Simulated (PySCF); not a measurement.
# Vibration and rotation of Cs₂⁻

ROHF-SCS-MP2 constants of Cs₂⁻, ²Σu⁺ (doublet), unpaired electrons σ ↑ (basis Cs def2-SVPD with ECP46; scalar-relativistic core potentials; PySCF 2.14; masses 132.9054 and 132.9054 u):

* ωe: 25.2 cm⁻¹
* ωexe: 0.0534 cm⁻¹
* Be: 0.0088251 cm⁻¹
* αe: 2.24e-05 cm⁻¹
* De to Cs + Cs⁻: 0.393 eV

Problem. What force constant and bond length do these constants imply?

Solution. Reduced mass μred = 66.453 u; k = 5.8918×10⁻⁷·μred·ωe² (u, cm⁻¹, mdyn/Å) = 0.0249 mdyn/Å; Re = √(16.8576/(μred·Be)) (u, cm⁻¹, Å) = 5.361 Å.

Problem. Estimate the centrifugal constant D from the Kratzer relation and find the Dunham coefficient a1.

Solution. D = 4Be³/ωe² = 4.33e-09 cm⁻¹; a1 = −1 − αeωe/(6Be²) = -2.21.

Correlated steps freeze no core orbitals. The bond is weak. Basis-set superposition, not corrected here, can be much of De in a small basis, most of all at correlated wavefunction levels. Spin–orbit coupling is left out. The state was picked by a PBE0 search and need not be the measured ground state.
